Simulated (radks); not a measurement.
Results of a calculation; reference values are marked as such.
Q: These are the eigenvalues of the occupied orbitals of an atom or ion with whole-number occupations (eV). Level of theory: scalar-relativistic Kohn-Sham, PBE, spin-polarised, spherical densities, finite nucleus; Fermi nuclear charge, rms radius of each element as measured or else 0.836 A^(1/3) + 0.57 fm (a radial shooting solver on a logarithmic mesh with Libxc functionals).

orbital  eigenvalue
1s down   -7654.636
1s up     -7654.621
2s up     -962.9435
2s down   -959.7902
2p up     -833.4434
2p down   -831.0648
3s up     -165.0395
3s down   -158.3808
3p up     -127.7282
3p down   -121.1929
3d up      -68.2859

Which element is it, and in what charge state? The configuration may be excited. Open shells, if any, are filled with parallel spins first.

A: Z = 27, cobalt, charge +4: Co4+ in [Ar] 3d5. The list shows which subshells hold electrons but not how many an open one holds; the 1s level, -281.3 hartree, gives Z - s = 23.7 by -(Z - s)^2/2, which with screening and relativity narrows Z to a few neighbours, and the depths of the outer levels then fix element, charge and occupations together.
